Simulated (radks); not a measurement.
The gold anion Au-, [Hg], held by a Watson sphere: a shell of charge +1.22 at radius R that stands for the Madelung well of a crystal (potential energy -1.22/R inside, -1.22/r outside, in hartree with lengths in bohr). All-electron calculation, scalar-relativistic Kohn-Sham, LDA (Slater exchange, Perdew-Wang correlation), spin-polarised, spherical densities, finite nucleus; Fermi nuclear charge, rms radius of each element as measured or else 0.836 A^(1/3) + 0.57 fm. Program: a radial shooting solver on a logarithmic mesh with Libxc functionals. Response by self-consistent Sternheimer equations with the Hartree and adiabatic LDA kernel, the relativistic mass of each level held fixed and spin-orbit coupling left out. The sphere does not respond.

| R (bohr) | e(5p) (eV) | e(5d) (eV) | e(6s) (eV) | <r> 6s (bohr) | sum of <r^2> (bohr^2) | X-ray form factor at sin(theta)/lambda = 0.3 1/angstrom | alpha (bohr^3) |
|---|---|---|---|---|---|---|---|
| 3.04 | -61.663 | -8.871 | -8.339 | 2.821 | 69.94 | 59.255 | 41.91 |
| 3.44 | -61.063 | -8.219 | -7.800 | 2.892 | 71.45 | 59.267 | 46.91 |
| 3.59 | -60.852 | -7.992 | -7.600 | 2.916 | 71.96 | 59.271 | 48.83 |
| 3.65 | -60.769 | -7.904 | -7.520 | 2.926 | 72.16 | 59.272 | 49.60 |
| 5.71 | -58.553 | -5.618 | -5.295 | 3.143 | 76.61 | 59.292 | 74.56 |
| 5.92 | -58.384 | -5.448 | -5.124 | 3.155 | 76.87 | 59.293 | 76.71 |
| 6.48 | -57.975 | -5.036 | -4.709 | 3.182 | 77.45 | 59.294 | 81.96 |
